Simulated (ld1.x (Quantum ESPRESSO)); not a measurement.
## arsenic: one change to an RRKJ potential, before and after

arsenic (As), norm-conserving RRKJ (Kleinman–Bylander form), made with ld1.x (Quantum ESPRESSO) 7.5 (PBE, scalar-relativistic). Core [Ar] 3d10, reference 4s2 4p2.5 (charge +0.5). Waves: 4p (bound): rc 1.75 bohr; 4d channel at -0.1 Ry: rc 1.75 bohr; 4s (bound): rc 1.30 bohr. Local part: the s channel. Core correction: a·sin(br)/r model core inside 0.65 bohr. rho0 = 0.005.

Change: all radii but the core radius scaled by about 0.95 (s 1.22, p 1.66, d 1.66 bohr).

Cutoffs: the cutoffs (Ry, on a coarse ladder) from which the occupation-weighted sum of valence levels, in a spherical-Bessel basis at the reference potential, stays within 10 and 1 mRy of its value at 400 Ry; they do not see the model core or the augmentation charge, which bear on the density cutoff. Errors are all-electron minus pseudo energies relative to the spin-unpolarised reference configuration.

How do hardness, ghosts and transferability respond?

The potential gets harder (45 Ry and 100 Ry → 70 Ry and 160 Ry); the bound ghosts move from d to d, p; of the 7 tests that both files solve, the error grows in 1 and shrinks in 0 by more than 15 % and 0.3 meV (median size 13.0 → 13.5 meV). A smaller radius makes the pseudo-wave follow the all-electron one further in, where it bends more sharply, so more plane waves are needed.

| quantity | base | changed |
| --- | --- | --- |
| cutoff, loose | 45 Ry | 70 Ry |
| cutoff, tight | 100 Ry | 160 Ry |
| loose cutoff by channel (10 mRy a level) | p 25 Ry, s 40 Ry | p 18 Ry, s 45 Ry |
| bound ghosts | d | p, d |
| error for 4s2 4p3, meV [ΔE -3.56 eV] | 0.0 | -0.2 |
| error for 4s2 4p2, meV [ΔE 5.59 eV] | -1.9 | -2.1 |
| error for 4s2 4p1, meV [ΔE 23.51 eV] | -19 | -20 |
| error for 4s2 4p3.3, meV [ΔE -4.79 eV] | -0.5 | -0.9 |
| error for 4s0 4p5, meV [ΔE 15.50 eV] | -59 | -63 |
| error for 4s2 4p0, meV [ΔE 51.21 eV] | -66 | -65 |
| error for 4s1 4p4, meV [ΔE 5.86 eV] | -13 | -14 |

 A true bound ghost makes a file unfit for plane-wave use even where its test errors are small: the radial tests pick states by their node count and pass the ghost by.
